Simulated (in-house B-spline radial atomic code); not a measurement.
**Binding energies in the ruthenium ion Ru²⁺**

NIST's tabulated ground configuration is [Kr] 4d6; each binding energy is the energy of the ion with one electron taken from that subshell, relaxed, less that of the parent. Computed with a radial B-spline atomic code at the basis-set limit: Dirac-Kohn-Sham PBE, spherical fractional occupations, Fermi nucleus of rms radius 4.4809 fm. Energies include first-order Breit, QED and recoil terms.

```csv
subshell,X-ray name,binding energy (eV),-ε (eV),relaxation (eV)
1s,K,22178.8,21945.6,-288.9
2s,L1,3215.7,3172.1,-49.6
2p1/2,L2,2988.5,2932.6,-61.7
2p3/2,L3,2856.6,2801.7,-58.8
3s,M1,592,575.4,-17.5
3p1/2,M2,499.5,482.5,-17.8
3p3/2,M3,477.2,460.3,-17.4
3d3/2,M4,314.3,295.8,-18.6
3d5/2,M5,309.9,291.5,-18.4
4s,N1,104.6,96.5,-8.2
4p1/2,N2,76.51,68.73,-7.88
4p3/2,N3,73.02,65.31,-7.75
4d,"N4,5",30.63,24.13,-6.49
```

Relaxation = -ε minus the binding energy without Breit, QED and recoil terms. With a density functional, K lines can miss by some tenths of a per cent, more in light atoms. For a density functional the relaxation so defined is negative, because -ε of a Kohn-Sham level is smaller than the binding energy.

Emission lines follow as differences of binding energies, with λ = 12398.42 eV·Å / E:

```csv
line,holes,energy (eV),wavelength (Å)
K-L3,1s → 2p3/2,19322.2,0.64167
K-L2,1s → 2p1/2,19190.3,0.64608
K-M3,1s → 3p3/2,21701.6,0.57131
L3-M5,2p3/2 → 3d5/2,2546.7,4.8684
L2-M4,2p1/2 → 3d3/2,2674.2,4.6363
L1-M3,2s → 3p3/2,2738.5,4.5274
L3-M1,2p3/2 → 3s,2264.6,5.4749
```

Problem. What screening constant σ does Moseley's law, E = (3/4)·13.6057 eV·(Z - σ)², need for K-L3?

Solution. σ = 0.49.

Moseley's non-relativistic formula needs a falling, then negative, screening constant for heavy elements, because relativity binds the 1s electron more strongly than the formula allows.

Problem. What does it cost to remove both a 3s and a 3d5/2 electron?

Solution. 939.1 eV, which is 37.22 eV more than the two single binding energies together.

Problem. What does it cost to remove both a 1s and a 3d5/2 electron?

Solution. 22535 eV, which is 46.43 eV more than the two single binding energies together.

Problem. What does it cost to remove both a 2p3/2 and a 4d electron?

Solution. 2903.8 eV, which is 16.64 eV more than the two single binding energies together.
